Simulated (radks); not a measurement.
Question: The mean radii <r> (bohr) of the occupied orbitals of an atom or ion are listed with their occupations. All-electron calculation, scalar-relativistic Kohn-Sham, r2SCAN, spin-polarised, spherical densities, finite nucleus; meta-GGA in the generalised Kohn-Sham scheme; Fermi nuclear charge, rms radius of each element as measured or else 0.836 A^(1/3) + 0.57 fm. Program: a radial shooting solver on a logarithmic mesh with Libxc functionals.

| orbital | occ. | <r> |
|---|---|---|
| 1s up | 1 | 0.03610 |
| 1s down | 1 | 0.03610 |
| 2s up | 1 | 0.1579 |
| 2s down | 1 | 0.1579 |
| 2p up | 3 | 0.1377 |
| 2p down | 3 | 0.1377 |
| 3s up | 1 | 0.4419 |
| 3s down | 1 | 0.4419 |
| 3p up | 3 | 0.4448 |
| 3p down | 3 | 0.4448 |
| 3d up | 5 | 0.4324 |
| 3d down | 5 | 0.4323 |
| 4s up | 1 | 1.127 |
| 4s down | 1 | 1.129 |
| 4p up | 3 | 1.234 |
| 4p down | 3 | 1.233 |
| 5p up | 1 | 2.923 |

Name the element and its charge. Open shells, if any, are filled with parallel spins first.

Answer: Z = 41, niobium, charge +4: Nb4+ in [Kr] 5p1. The 1s radius gives Z: for a bare nucleus <r> = (2 gamma + 1)/(2Z) with gamma = sqrt(1 - (Z/c)^2), 0.03547 bohr for Z = 41, and screening makes it slightly larger (0.03610 here). The occupations add up to 37, and the charge is Z minus that.
